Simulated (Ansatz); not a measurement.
Consider the formal exchange of groups at the Se–Si bond: `CO[SiH2][SeH]` + `BCN=C` → `BC/N=C/[SeH]` + `CO[SiH3]`.

Gas-phase electronic energies from Ansatz, PBE0-D4/def2-TZVP geometries. CCSD(T)/CBS is the MP2 limit (def2-TZVPP, def2-QZVPP) plus CCSD(T) − MP2 in def2-TZVPP, frozen cores. Functionals use def2-TZVPP. B3LYP here is the variant with VWN-RPA as its local correlation; programs differ in this. For Se outer-core shells are correlated without core-valence functions, which leaves a few kJ/mol of doubt a bond. Scalar relativity is left out up to krypton. One conformer a species, not always the lowest.

```json
{"level": "B3LYP", "ΔE (kcal/mol)": "20.5"}
{"level": "HF/def2-TZVPP", "ΔE (kcal/mol)": "23.3"}
```

Task: What does CCSD(T)/CBS give? (Best estimate.)

Result: Ansatz gave: +22.8 kcal/mol. The listed levels differ from it by -2.3, 0.5 kcal/mol.

Largest T1 diagnostic among the species: 0.012.

From PBE to PBE0 (25 % exact exchange), in def2-TZVPP and without D4, ΔE moves by +1.6 kcal/mol. In def2-TZVPP, CCSD(T) changes the Hartree–Fock value by −1.9 kcal/mol (the triples alone add −0.5 kcal/mol) and MP2 by −2.1 kcal/mol.
